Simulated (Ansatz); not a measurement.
Gas-phase electronic energies from Ansatz, PBE0-D4/def2-TZVP geometries. CCSD(T)/CBS adds triple-zeta CCSD(T) − MP2 to the extrapolated MP2 energy (def2 sets, frozen cores). This one scheme is used for every species. DFT in def2-TZVPP. HSE06 is defined as in plane-wave codes. For Br outer-core shells are correlated without core-valence functions, which leaves a few kJ/mol of doubt a bond. Scalar relativity is left out up to krypton. One conformer a species, not always the lowest.

`B[SiH2]N[SiH3]` + HBr → `[SiH3]N[SiH2]Br` + BH₃  (cleavage of the Si–B bond)

`B[SiH2]N[SiH3]`:

Z-matrix (Å, degrees):
```
Si
N 1 1.733
B 1 2.003 2 113.1
H 1 1.490 2 107.6 3 124.8
H 1 1.502 2 113.1 3 -118.8
Si 2 1.725 1 128.4 3 -160.0
H 2 1.010 1 115.0 3 29.2
H 3 1.196 1 119.8 2 167.5
H 3 1.198 1 123.0 2 -15.5
H 6 1.491 2 113.5 1 -97.9
H 6 1.485 2 107.3 1 21.7
H 6 1.488 2 110.2 1 141.7
```

HBr:

```xyz
2

Br    0.276    0.628    0.184
H    -0.276   -0.628   -0.184
```

`[SiH3]N[SiH2]Br`:

```xyz
10

Si   -0.392    1.421    0.571
N     0.216    0.278   -0.585
Si    0.137   -1.426   -0.492
Br    1.763   -2.321    0.752
H    -1.309    0.671    1.463
H     0.693    2.038    1.379
H    -1.126    2.512   -0.121
H     0.852    0.645   -1.280
H    -1.133   -1.813    0.155
H     0.299   -2.006   -1.843
```

BH₃:

```xyz
4

B     0.000    0.000    0.000
H    -0.843    0.511   -0.672
H     0.512    0.615    0.886
H     0.332   -1.126   -0.214
```

```
             level  ΔE (kJ/mol)
             HSE06       -119.7
             BHLYP       -131.0
CCSD(T)/def2-TZVPP       -124.4
      HF/CBS(def2)       -140.8
```

(1) What does CCSD(T)/CBS give? (An estimate is asked.)

Largest T1 diagnostic among the species: 0.011.

Results:

(1) Ansatz gave: -129.9 kJ/mol. The listed levels differ from it by 10.2, -1.1, 5.5, -10.9 kJ/mol.

Leaving LDA and LC-ωPBE aside and taking each functional with its dispersion term where it has one, the values, not all of them listed here, spread over 20.7 kJ/mol, from BHLYP-D4 to PBE-D4. LDA lies +4.8 kJ/mol from PBE without D4. From r2SCAN to r2SCAN0 (25 % exact exchange), in def2-TZVPP and without D4, ΔE moves by −4.0 kJ/mol. At CCSD(T), def2-SVP lies +14.3 kJ/mol from the extrapolated value and def2-TZVPP +5.4 kJ/mol.
